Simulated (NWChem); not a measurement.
C₄H₇F; SMILES C(CC)(F)=C

```xyz
12

C     -0.9856     1.5678    -0.1736
C     -0.0997     0.5870     0.0577
F      1.2189     0.8055    -0.1821
C     -0.3584    -0.8011     0.5585
C      0.1145    -1.8899    -0.4149
H     -0.6542     2.5473    -0.5455
H     -2.0541     1.3989     0.0125
H     -1.4412    -0.9019     0.7723
H      0.1720    -0.9211     1.5300
H      1.1947    -1.7769    -0.6327
H     -0.0459    -2.9000     0.0107
H     -0.4333    -1.8291    -1.3769
```
Atoms are numbered in this order, from 1.

Computed with NWChem. Pople sets run with spherical d functions. STO-3G and 3-21G are far too small for this property and stand as cheap habits. Coordinates come from a PBE-D3(BJ)/def2-SVP optimisation. Field at 589 nm.

| level | isotropic polarisability (bohr³) | anisotropy (bohr³) |
|---|---|---|
| B3LYP/STO-3G | 24.0 | 18.0 |
| B3LYP/6-31G* | 44.2 | 25.5 |
| B3LYP/def2-SVP | 46.2 | 25.0 |
| B3LYP/def2-SVPD | … | … |

Problem. Fill in the missing entries.

Solution. 
- B3LYP/def2-SVPD, isotropic polarisability (bohr³): 54.9
- B3LYP/def2-SVPD, anisotropy (bohr³): 23.2
